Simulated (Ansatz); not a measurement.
`[CH3][InH][Cl]` + NH₃ → `[NH2][InH][Cl]` + CH₄ at 700 K and 1 bar (ligand exchange at the In–C bond).

Calculated with Ansatz (gas phase, PBE0-D4/def2-TZVP geometries, no zero-point term in ΔE). CCSD(T)/CBS is the MP2 limit (def2-TZVPP, def2-QZVPP) plus CCSD(T) − MP2 in def2-TZVPP, frozen cores. This one scheme is used for every species. Elements past krypton have def2 core potentials. For In outer-core shells are correlated without core-valence functions, which leaves a few kJ/mol of doubt a bond. Each species was taken in one conformer, which may not be the lowest.

```tsv
species	CCSD(T)/CBS energy (Eh)	H − E (kJ/mol)	S (J/(mol·K))
`[CH3][InH][Cl]`	-690.09240	169.2	423.9
NH₃	-56.50880	116.9	226.5
`[NH2][InH][Cl]`	-706.15182	138.8	400.0
CH₄	-40.46206	145.9	224.0
```

H − E and S are ideal-gas, rigid-rotor, harmonic terms from PBE0-D4/def2-TZVP, for one conformer and one mirror image of each species. 1 Eh = 2625.50 kJ/mol, R = 8.31446 J/(mol·K).

By hand: ΔE, ΔH, ΔS and ΔG.

ΔE = (-706.15182) + (-40.46206) − (-690.09240) − (-56.50880) = -0.01268 Eh = -33.3 kJ/mol. Δ(H − E) = 138.8 + 145.9 − 169.2 − 116.9 = -1.4, so ΔH = -34.7 kJ/mol. ΔS = 400.0 + 224.0 − 423.9 − 226.5 = -26.4 J/(mol·K). ΔG = -34.7 − 700 × (-26.4)/1000 = -16.2 kJ/mol.

By hand: the equilibrium constant, and the temperature at which ΔG would vanish if ΔH and ΔS stayed fixed.

log₁₀ K = −ΔG/(RT ln 10) = 1.2. ΔG = 0 at ΔH/ΔS = 1314 K.

TΔS isn't small against ΔH here. A doubt of 5 kJ/mol in ΔE shifts log₁₀ K by 0.4 here. Other conformers and mirror images would add mixing entropy, several J/(mol·K) or more a flexible species. Modes under 60 cm⁻¹, often nearly free rotors, make the harmonic entropy too high. These are equilibria of isolated gas molecules and say nothing of rates. Largest T1 diagnostic: 0.014 (customary marks: 0.02 for closed shells, 0.045 for open ones).
